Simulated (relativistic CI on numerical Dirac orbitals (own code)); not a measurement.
Hyperfine structure of Pb¹⁰⁺, mass number 207

Method of calculation: Dirac-Coulomb-Breit CI, separate exchange-only KLI orbitals for each configuration, model QED (radiative potential, 1s self-energy scaled to tabulated hydrogen-like ionisation energies), unscaled Slater integrals (own radial code, finite nucleus).

Configuration list (outside the closed core [Kr] 4d10 4f14): 5s2.5p6.5d4, 5s2.5p6.5d3.6s, 5s2.5p6.5d3.5f, 5s2.5p5.5d5, 5s2.5p6.5d3.6p, 5s2.5p6.5d3.5g, 5s2.5p6.5d2.6s.6p, 5s2.5p6.5d2.5f.6s, 5s.5p6.5d5, 5s2.5p6.5d3.6d, 5s2.5p6.5d3.7s, 5s2.5p6.5d3.7p, 5s2.5p6.5d3.6f, 5s2.5p6.5d2.6s2, 5s2.5p6.5d.5f.6s2, 5s2.5p6.5d.6s2.6p, 5s2.5p6.5d.5g.6s2. Double excitations out of closed p, d and f shells are left out; levels of such configurations are missing from the list, as are those of other unlisted configurations, and high levels can miss mixing partners.

Nuclear spin I = 1/2, μ = 0.5906 μN (tables of Stone and Pyykkö). The electronic factors are computed for point nuclear moments, without core polarisation or the Bohr-Weisskopf and QED corrections.

```tsv
Level	E (eV)	A (MHz)
5s2.5p6.5d4 5D_1	2.0144	-266.6
5s2.5p6.5d4 5D_2	3.3407	1259
5s2.5p6.5d4 5D_3	4.1124	2230
5s2.5p6.5d4 3G_3	6.8733	3080
5s2.5p6.5d4 3H_5	7.4899	3138
5s2.5p6.5d4 3P_1	7.6452	2903
5s2.5p6.5d4 3H_6	8.0523	3278
5s2.5p6.5d4 3G_4	8.6331	3599
```

Levels with J = 0, under 50 % of one LS term, or S terms without an open s electron are left out. Small factors come from cancelling terms and can be off by tens of per cent or more.

At this charge energies of transitions that change n are usually good to better than 1 %, and those within a shell (Δn = 0) to a few per cent. Terms inside the open d or f shell come out 10 to 20 % too wide with unscaled integrals. Levels and lines within the n = 5 or 6 shells can be off by up to 10 % or somewhat more, and those that change n by about 2 %, since core polarisation is missing.

Q: Give the hyperfine levels of 5s2.5p6.5d4 5D_2 relative to its centre of gravity.

A: With K = F(F + 1) − I(I + 1) − J(J + 1), E = AK/2: F = 3/2: -1889, F = 5/2: 1259 MHz.

LS names give the leading component of a level, which can be under half, so a name can repeat, a term be missing and a line seem to break the LS rules.
